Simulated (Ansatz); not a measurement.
Gas-phase electronic energies from Ansatz, PBE0-D4/def2-TZVP geometries. CBS: MP2 limit from def2 TZ/QZ plus the TZ coupled-cluster correction, frozen cores. Functionals use def2-TZVPP. For Ga outer-core shells are correlated without core-valence functions, which leaves a few kJ/mol of doubt a bond. Scalar relativity is left out up to krypton. One conformer a species, not always the lowest.

Consider the formal exchange of groups at a Ga–B bond: `[NH2][GaH][BH][SiH3]` + `C=NC=O` → `[NH2][GaH][CH]=O` + `C=NB[SiH3]`.

Is it downhill or uphill in electronic energy at CCSD(T)/CBS, and by how much? (An estimate is asked.)

The calculation gave: Downhill: ΔE = -106.7 kJ/mol.

What do these levels give: PBE-D4, revPBE-D4, r2SCAN-D4, PBE0-D4, PBE, PBE0, BHLYP, LC-ωPBE, RPA@PBE/def2-TZVPP, MP2/def2-TZVPP, CCSD(T)/def2-TZVPP, MP2/CBS(def2)? (Best estimate.)

The calculation gave: PBE-D4 -119.8, revPBE-D4 -116.6, r2SCAN-D4 -115.8, PBE0-D4 -109.4, PBE -120.3, PBE0 -109.9, BHLYP -108.7, LC-ωPBE -103.8, RPA@PBE/def2-TZVPP -103.8, MP2/def2-TZVPP -110.4, CCSD(T)/def2-TZVPP -107.4, MP2/CBS(def2) -109.7 kJ/mol.

What do rigid-rotor, harmonic-oscillator terms from PBE0-D4/def2-TZVP frequencies (298.15 K, 1 bar) make of the CCSD(T)/CBS value? (Best estimate.)

Computed: ΔZPE = -0.3 kJ/mol, ΔH = -107.5 kJ/mol, ΔS = -6 J/(mol·K), ΔG = -105.8 kJ/mol. Modes under 50 cm⁻¹ make the entropy rough.

Largest T1 diagnostic among the species: 0.017.

From r2SCAN to r2SCAN0 (25 % exact exchange), in def2-TZVPP and without D4, ΔE moves by +6.9 kJ/mol. At CCSD(T), def2-SVP lies −10.7 kJ/mol from the extrapolated value and def2-TZVPP −0.7 kJ/mol.
